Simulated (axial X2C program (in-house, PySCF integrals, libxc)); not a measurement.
## Curves of ClOsCl⁺ from open-shell CI on d5 s0 p(π)0

Computed with an in-house all-electron X2C program for linear molecules (integrals from PySCF): two-component X2C with atomic mean-field Coulomb and Gaunt terms, basis Cl dyall-v3z, Os dyall-v3z (cores contracted in-house). Orbitals come from Hartree–Fock averaged over the configuration Os d5 s0 p(π)0; CI then distributes these electrons over the d, s, p(π) shells of Os.

Scan along the symmetric stretch (R is each bond); masses Cl 34.969 u, Os 191.961 u, Cl 34.969 u. Energies in cm⁻¹ from the lowest point; levels are followed by energy order within each Ω. Lowest level at 2.210 Å: 100% d5.

```csv
R (Å),(1)Ω=5/2,(1)Ω=1/2,(1)Ω=3/2,(2)Ω=5/2,(2)Ω=3/2,(1)Ω=7/2,(2)Ω=1/2,(3)Ω=5/2,(1)Ω=9/2
2.055,6742,7306,7240,14420,16335,16796,16712,17713,17551
2.133,1691,2005,1990,10652,12777,13155,13344,14121,14113
2.210,0,188,196,10019,12275,12386,12991,13572,13791
2.298,924,1039,1058,11866,14209,13863,15101,15510,16033
2.387,4055,4134,4154,15751,18120,17392,19161,19502,20248
2.486,9195,9256,9273,21572,23942,22943,25104,25440,26375
2.608,16901,16951,16964,29992,32333,31136,33578,33913,35052
```

Problem. Fit the curves (1)Ω=5/2, (1)Ω=1/2, (1)Ω=3/2, (2)Ω=1/2, (1)Ω=9/2 near their minima.

Solution. From the open-shell CI curves, Te from the lowest:

```
   level  Te (cm⁻¹)  Re (Å)  ωe (cm⁻¹)
(1)Ω=5/2          0   2.223      426.8
(1)Ω=1/2        172   2.225      429.1
(1)Ω=3/2        184   2.225      428.4
(2)Ω=1/2      12872   2.182      437.0
(1)Ω=9/2      13651   2.180      446.5
```

Without dynamic correlation distances can be off by several hundredths of an Å (long for ionic bonds, short for multiple bonds) and the wavenumbers are rough.

The 9 lowest curves are shown; the next is (2)Ω=7/2, from 14651 cm⁻¹.

There is no dynamic correlation: spin–orbit spacings and, for f shells, spacings inside one term are the most reliable numbers, splittings between terms come out too wide, and energies between configurations are not reliable, so the lowest level need not be the ground state of the molecule. For d shells the ligand-field splittings (σ, π, δ) and their order can be off by a thousand cm⁻¹ or more. At most 4 roots were kept for each Ω > 0 (twice that for Ω = 0) within 3.2 eV of the lowest, so higher up levels can be missing between those listed; levels with Ω > 0 are doubly degenerate and listed once, Ω = 0 levels singly. The open spinors mix strongly with ligand orbitals, which this small active space describes poorly. States that fill the shells left empty in the average are placed too high. The molecule was held linear; bending was not examined.
